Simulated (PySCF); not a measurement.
# Computed properties of B(F)(SeH)2 (BFH2Se2), SMILES FB([SeH])[SeH]

BFH2Se2, SMILES FB([SeH])[SeH]. Geometry optimised at B3LYP-D3(BJ)/def2-SVP. The structure was generated by enumeration, and PubChem lists no compound with its InChIKey, so it may never have been made. Other conformers were not sampled. All values are computed for the isolated molecule unless a solvent is named; none is compared with measurement here.

**Structure.** The optimised structure has Cs symmetry. All 12 harmonic modes at B3LYP-D3(BJ)/def2-SVP (PySCF) are real, so it is a minimum. With heavy atoms numbered as in [B:1]([F:2])([SeH:3])[SeH:5], the shortest bond between them is B1–F2 at 1.328 Å and the longest B1–Se5 at 1.957 Å.

**Vibrations.** The strongest infrared lines (harmonic, unscaled, degenerate partners summed) lie at 908 cm⁻¹ (254 km/mol, B 79 %, H 16 %), 1297 cm⁻¹ (224 km/mol, B 69 %, F 29 %), 675 cm⁻¹ (35 km/mol, H 82 %, B 13 %). The softest mode is at 145 cm⁻¹ and the zero-point energy is 14.7 kcal/mol.

**Electronic structure.** B3LYP/def2-TZVP (PySCF) places the frontier levels at -7.00 and -0.85 eV, a gap of 6.15 eV, and gives a dipole moment of 0.84 D and a mean polarisability of 67.4 bohr³. PBE/def2-TZVP (PySCF) at the same geometry gives -6.13 and -1.55 eV, so its gap is 1.57 eV narrower. An orbital gap is neither the optical nor the fundamental gap.

**Excitations.** TDDFT-PBE0/def2-SVPD (PySCF) has S1 at 5.26 eV (236 nm, f = 0.000, dark); the most intense of the 10 singlets computed lies at 5.49 eV (f = 0.22). T1 (TDA) is at 4.59 eV. TDDFT-PBE/def2-SVPD (PySCF) puts S1 at 4.81 eV. No vertical singlet excitation falls in the visible range (under 3.1 eV).

**NMR.** GIAO shifts at PBE0/pcSseg-1 (PySCF) (non-relativistic, atoms alike by connectivity averaged): ¹H at 2.9 ppm against TMS; ¹⁹F at -22.6 ppm against CFCl3; ¹¹B at 47.7 ppm against BF3.
